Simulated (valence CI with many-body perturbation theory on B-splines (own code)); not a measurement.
# Eu LVIII: electric-dipole lines

Calculated by relativistic CI+MBPT: four valence electrons over a frozen Dirac-Fock core [He], a basis of 11 s, 11 p, 10 d, 8 f, 5 g, 2 h functions for each j, with the one-electron correlation potential Σ1, the two-electron term Σ2, the three-electron term Σ3, Breit, model QED; selected CI, second order for the rest, scaled by the run's own slope (own B-spline code, finite nucleus).

The last digits are not significant, and no measured levels were compared; by estimate large intervals hold to a few tenths of a per cent, small ones and those within an open d or f shell to about a per cent. Among the levels kept, up to 910 cm⁻¹ of a level comes from second order outside the variational space, and about a tenth of that is noise between levels of different J, which matters for small intervals.

Lines 1 to 50 of 549 in falling wavelength, among levels below 690.90 Ry, chosen from the strongest by gf and those to the six lowest levels. Wavelengths and rates use the calculated energies. Electric multipoles are in the length gauge with retardation, E1 and E2 with the static RPA response of the core. Weak lines are less certain than strong ones. Lines between different terms over intervals too small for the method are left out, as are lines whose strength nearly cancels. The highest levels of a list are the least certain.

Levels are named by their leading jj configuration (3d3/2^4 stands for four electrons in 3d with j = 3/2), which in mixed levels can hold well under half, so a name can repeat and another be missing. Letters in brackets count levels of one name in rising energy.

| λ vac (nm) | Upper | Lower | A (s⁻¹) | S (a.u.) |
| --- | --- | --- | --- | --- |
| 13.88 | (2s 2p3/2^2 3p1/2) J=2 [a] | (2s 2p3/2^2 3s) J=3 | 7.97e+09 | 5.26e-02 |
| 11.69 | (2s 2p1/2 2p3/2 3p1/2) J=2 [b] | (2s 2p1/2 2p3/2 3s) J=3 | 1.16e+10 | 4.59e-02 |
| 10.65 | (2s 2p1/2 2p3/2 3d5/2) J=3 [c] | (2s 2p1/2 2p3/2 3p3/2) J=2 [d] | 1.37e+10 | 5.72e-02 |
| 10.62 | (2s 2p3/2^2 3d5/2) J=3 [c] | (2s 2p3/2^2 3p3/2) J=2 [c] | 1.58e+10 | 6.52e-02 |
| 10.58 | (2s 2p1/2 2p3/2 3d5/2) J=5 | (2s 2p1/2 2p3/2 3p3/2) J=4 | 2.04e+10 | 1.31e-01 |
| 10.57 | (2s 2p1/2 2p3/2 3d5/2) J=2 [b] | (2s 2p1/2 2p3/2 3p3/2) J=1 [d] | 1.36e+10 | 3.97e-02 |
| 10.55 | (2s^2 2p3/2 3d5/2) J=3 | (2s^2 2p3/2 3p3/2) J=2 | 1.05e+10 | 4.25e-02 |
| 10.53 | (2s 2p1/2 2p3/2 3d5/2) J=4 [a] | (2s 2p1/2 2p3/2 3p3/2) J=3 [a] | 1.49e+10 | 7.71e-02 |
| 10.52 | (2s 2p1/2 2p3/2 3d5/2) J=2 [c] | (2s 2p1/2 2p3/2 3p3/2) J=1 [e] | 1.29e+10 | 3.71e-02 |
| 10.50 | (2s 2p3/2^2 3d5/2) J=5 | (2s 2p3/2^2 3p3/2) J=4 | 1.98e+10 | 1.25e-01 |
| 10.48 | (2p1/2^2 2p3/2 3d5/2) J=4 | (2p1/2^2 2p3/2 3p3/2) J=3 | 2.25e+10 | 1.15e-01 |
| 10.46 | (2s 2p1/2^2 3d5/2) J=3 | (2s 2p1/2^2 3p3/2) J=2 | 2.13e+10 | 8.40e-02 |
| 10.45 | (2s^2 2p1/2 3d5/2) J=2 | (2s^2 2p1/2 3p3/2) J=1 | 1.48e+10 | 4.18e-02 |
| 10.44 | (2s 2p3/2^2 3d5/2) J=4 [b] | (2s 2p3/2^2 3p3/2) J=3 [b] | 1.63e+10 | 8.26e-02 |
| 10.43 | (2s^2 2p3/2 3d5/2) J=4 | (2s^2 2p3/2 3p3/2) J=3 | 1.68e+10 | 8.49e-02 |
| 10.41 | (2p1/2 2p3/2^2 3d5/2) J=4 | (2p1/2 2p3/2^2 3p3/2) J=3 [a] | 2.16e+10 | 1.09e-01 |
| 10.41 | (2p1/2^2 2p3/2 3d5/2) J=3 | (2p1/2^2 2p3/2 3p3/2) J=2 | 1.90e+10 | 7.42e-02 |
| 10.26 | (2s 2p1/2 2p3/2 3d5/2) J=3 [d] | (2s 2p1/2 2p3/2 3p3/2) J=2 [e] | 1.67e+10 | 6.24e-02 |
| 10.20 | (2s 2p3/2^2 3d5/2) J=3 [b] | (2s 2p3/2^2 3p3/2) J=2 [b] | 1.89e+10 | 6.92e-02 |
| 10.16 | (2s 2p1/2 2p3/2 3d5/2) J=4 [b] | (2s 2p1/2 2p3/2 3p3/2) J=3 [b] | 1.84e+10 | 8.56e-02 |
| 10.10 | (2s 2p1/2 2p3/2 3d5/2) J=4 [c] | (2s 2p1/2 2p3/2 3p3/2) J=3 [c] | 2.25e+10 | 1.03e-01 |
| 9.903 | (2s^2 2p1/2 3d5/2) J=3 | (2s^2 2p1/2 3p3/2) J=2 | 2.31e+10 | 7.74e-02 |
| 9.880 | (2s 2p3/2^2 3d5/2) J=4 [a] | (2s 2p3/2^2 3p3/2) J=3 [a] | 1.54e+10 | 6.59e-02 |
| 9.787 | (2s 2p1/2 2p3/2 3d5/2) J=3 [a] | (2s 2p1/2 2p3/2 3p3/2) J=2 [a] | 1.84e+10 | 5.96e-02 |
| 9.660 | (2p1/2^2 2p3/2 3d5/2) J=2 | (2p1/2^2 2p3/2 3p3/2) J=1 | 1.70e+10 | 3.78e-02 |
| 9.555 | (2s 2p1/2^2 3d5/2) J=2 | (2s 2p1/2^2 3p3/2) J=1 | 2.51e+10 | 5.41e-02 |
| 6.982 | (2s 2p1/2 2p3/2^2) J=2 [a] | (2s^2 2p3/2^2) J=2 | 1.44e+09 | 1.21e-03 |
| 6.675 | (2s 2p1/2 2p3/2 3p3/2) J=4 | (2s^2 2p3/2 3p3/2) J=3 | 2.56e+10 | 3.38e-02 |
| 6.374 | (2p1/2 2p3/2^2 3p3/2) J=4 | (2s 2p3/2^2 3p3/2) J=3 [b] | 4.19e+10 | 4.81e-02 |
| 5.892 | (2s 2p1/2^2 3p3/2) J=2 | (2s^2 2p1/2 3p3/2) J=1 | 4.09e+10 | 2.07e-02 |
| 5.718 | (2s 2p1/2^2 2p3/2) J=2 | (2s^2 2p1/2 2p3/2) J=2 | 8.65e+09 | 3.99e-03 |
| 5.694 | (2s 2p1/2 2p3/2^2) J=3 | (2s^2 2p3/2^2) J=2 | 1.14e+10 | 7.29e-03 |
| 5.639 | (2p1/2^2 2p3/2 3p3/2) J=3 | (2s 2p1/2 2p3/2 3p3/2) J=2 [d] | 6.57e+10 | 4.07e-02 |
| 5.295 | (2s 2p1/2^2 2p3/2) J=2 | (2s^2 2p1/2 2p3/2) J=1 | 1.30e+10 | 4.75e-03 |
| 5.196 | (2p1/2 2p3/2^2 3p3/2) J=2 [c] | (2s 2p3/2^2 3p3/2) J=1 [b] | 8.28e+10 | 2.87e-02 |
| 5.154 | (2p1/2 2p3/2^2 3p3/2) J=3 [b] | (2s 2p3/2^2 3p3/2) J=2 [a] | 5.67e+10 | 2.68e-02 |
| 5.009 | (2p1/2^2 2p3/2 3p3/2) J=1 | (2s 2p1/2 2p3/2 3p3/2) J=1 [c] | 1.80e+11 | 3.35e-02 |
| 4.993 | (2s 2p3/2^2 3p3/2) J=3 [a] | (2s 2p3/2^2 3s) J=2 [a] | 7.49e+10 | 3.22e-02 |
| 4.959 | (2s 2p1/2 2p3/2 3d3/2) J=3 [b] | (2s 2p1/2 2p3/2 3p1/2) J=2 [b] | 6.90e+10 | 2.91e-02 |
| 4.954 | (2p1/2 2p3/2^2 3d3/2) J=2 [a] | (2s 2p3/2^2 3d3/2) J=2 [a] | 5.77e+10 | 1.73e-02 |
| 4.940 | (2p1/2 2p3/2^2 3d3/2) J=3 [b] | (2p1/2 2p3/2^2 3p1/2) J=2 [b] | 8.64e+10 | 3.60e-02 |
| 4.908 | (2p1/2 2p3/2^2 3d3/2) J=2 [b] | (2p1/2 2p3/2^2 3p1/2) J=2 [b] | 1.14e+11 | 3.34e-02 |
| 4.860 | (2s 2p1/2 2p3/2 3p3/2) J=2 [b] | (2s 2p1/2 2p3/2 3s) J=2 [b] | 1.06e+11 | 3.01e-02 |
| 4.859 | (2p1/2^2 2p3/2 3d3/2) J=2 | (2p1/2^2 2p3/2 3p1/2) J=2 | 8.09e+10 | 2.29e-02 |
| 4.840 | (2p1/2 2p3/2^2 3d3/2) J=3 [a] | (2s 2p3/2^2 3d3/2) J=2 [a] | 5.86e+10 | 2.30e-02 |
| 4.804 | (2p1/2^2 2p3/2 3d3/2) J=1 | (2s 2p1/2 2p3/2 3d3/2) J=1 [b] | 1.12e+11 | 1.83e-02 |
| 4.800 | (2p1/2 2p3/2^2 3p3/2) J=1 [a] | (2s 2p3/2^2 3p3/2) J=1 [a] | 1.15e+11 | 1.88e-02 |
| 4.798 | (2p1/2 2p3/2^2 3d3/2) J=1 [b] | (2p1/2 2p3/2^2 3p1/2) J=2 [b] | 1.31e+11 | 2.15e-02 |
| 4.781 | (2s^2 2p1/2 3d3/2) J=1 | (2s^2 2p1/2 3p1/2) J=0 | 1.17e+11 | 1.90e-02 |
| 4.778 | (2s 2p1/2 2p3/2 3d3/2) J=2 [e] | (2s 2p1/2 2p3/2 3p1/2) J=1 [c] | 7.54e+10 | 2.03e-02 |
